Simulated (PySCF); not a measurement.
Job for PySCF: R-B3LYP/6-31G* on H2O (SMILES O).

```python
from pyscf import gto, scf, dft, mp
from pyscf.data.elements import chemcore

mol = gto.M(
    atom='''
    O    -0.04880423    0.63243907   -0.59994090
    H    -0.91007277    0.30571641   -0.87872982
    H    -0.00101452    0.43945104    0.34582986
    ''',
    basis='6-31g*',
    cart=True,
    charge=0, spin=0, verbose=3, max_memory=1800)
mf = dft.RKS(mol, xc='b3lyp')
mf.conv_tol = 1e-8
mf.max_cycle = 100
mf.kernel()
if not mf.converged:
    mf = mf.newton().run(mf.mo_coeff, mf.mo_occ)
```

Output:

```
converged SCF energy = -76.4088708101128
```

Self-consistency was reached.

Cost: around 0.5 core-seconds (rough).
